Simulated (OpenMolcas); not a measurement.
Lines of Ni7+: computed and rescaled rates

```json
{
  "Program": "OpenMolcas 26.06",
  "Method": "MS-CASPT2, IPEA 0.25 Eh, imaginary shift 0.1 Eh (closed shells correlated: 3s 3p)",
  "Basis": "ANO-RCC-VQZP [7s6p4d3f2g1h]",
  "Scalar Hamiltonian": "DKH2, point nucleus",
  "Active space": "3 electrons in 10 orbitals (3d 4d)",
  "State averaging": "2S+1 = 4 even, 10 roots; 2S+1 = 2 even, 40 roots",
  "Spin-orbit coupling": "state interaction with AMFI integrals over the reference wave functions, term energies averaged over their components"
}
```

Rates come from the transition moments of the reference wave functions (E1 and E2 in the length form). At fixed line strength A goes as λ^-3 for E1 and M1 and as λ^-5 for E2, so a rate at the computed wavelength can be rescaled to the measured one. Measured vacuum wavelengths follow from level energies in Corliss and Sugar, J. Phys. Chem. Ref. Data 10, 197 (1981). Branching counts decays inside the model space alone, at computed energies, and the table is only a selection of the E2 and M1 lines, drawn from those between levels with measured partners whose computed energy lies within a factor of 1.5 of the measured one.

```
     Upper       Lower  Type  λ computed (nm)  λ measured (nm)  A computed (s-1)  A rescaled (s-1)  Branching %
3d3 4F 9/2  3d3 4F 7/2    M1             6630             6506          9.27e-02          9.81e-02        100.0
3d3 4P 1/2  3d3 4F 3/2    E2            420.6            429.9          9.03e-02          8.09e-02         64.5
3d3 4F 7/2  3d3 4F 5/2    M1             7925             8532          8.72e-02          6.99e-02        100.0
3d3 4P 5/2  3d3 4F 9/2    E2            463.2            477.4          6.68e-02          5.74e-02         42.3
3d3 4P 3/2  3d3 4F 7/2    E2            458.6            464.6          4.85e-02          4.54e-02         32.2
3d3 4P 1/2  3d3 4F 5/2    E2            438.2            449.5          4.81e-02          4.24e-02         34.4
3d3 4P 3/2  3d3 4F 5/2    E2            433.5            440.6          4.65e-02          4.29e-02         30.8
3d3 4F 5/2  3d3 4F 3/2    M1            10470             9881          3.77e-02          4.49e-02        100.0
3d3 4P 5/2  3d3 4P 3/2    M1             7739            10430          3.35e-02          1.37e-02         21.2
3d3 4P 5/2  3d3 4F 7/2    E2              433            444.7          3.00e-02          2.63e-02         19.0
3d3 4P 3/2  3d3 4F 3/2    M1            416.3            421.8          2.35e-02                           15.6
3d3 4P 3/2  3d3 4F 3/2    E2            416.3            421.8          1.89e-02          1.77e-02         12.5
3d3 4P 3/2  3d3 4F 5/2    M1            433.5            440.6          1.31e-02                            8.7
3d3 4P 5/2  3d3 4F 7/2    M1              433            444.7          1.13e-02                            7.2
3d3 4P 5/2  3d3 4F 5/2    E2            410.5            422.7          8.77e-03          7.58e-03          5.6
3d3 4P 5/2  3d3 4F 5/2    M1            410.5            422.7          5.36e-03                            3.4
```

Spin-changing lines and M1 lines between different terms are not rescaled, since their strength hangs on the term gaps too.

The largest correction is for 3d3 4P 5/2 → 3d3 4P 3/2 (M1): 3.35e-02 × (7739 / 10430)^3 = 1.37e-02 s-1, a factor of 0.41.

The computed rate and branching of 3d3 4F 5/2 → 3d3 4F 3/2 give the upper level a radiative lifetime of 1.000 / 3.77e-02 s-1 = 2.65e+01 s, counting decays inside the model space alone. The rescaled rate gives about 2.2e+01 s.

These are rates of the free ion; in crystals, glasses and complexes forced electric-dipole and non-radiative decay shorten such lifetimes by orders of magnitude. No measured rate stands beside these. Rescaling mends the energy factor alone: line strengths can still be far off where a level mixes with configurations outside the active space, and weak or spin-changing lines hang on small mixing coefficients that depend on the term gaps too, so rescaling need not improve them.

CASPT2 does not keep the components of a term degenerate, so their means are used; among the terms shown or strongly mixed into the levels shown the widest spread is 720 cm-1 (3d3 4F). Active for correlation alone: 4d; no level in the range computed is led by a configuration that fills it, so any true level of that kind is missing. Computed and measured levels are paired by configuration, term and J; levels that our copy of the source lacks, or whose pairing is in doubt (as where it misses far off the trend of its configuration), stay unpaired. Levels of configurations outside the active space are missing.
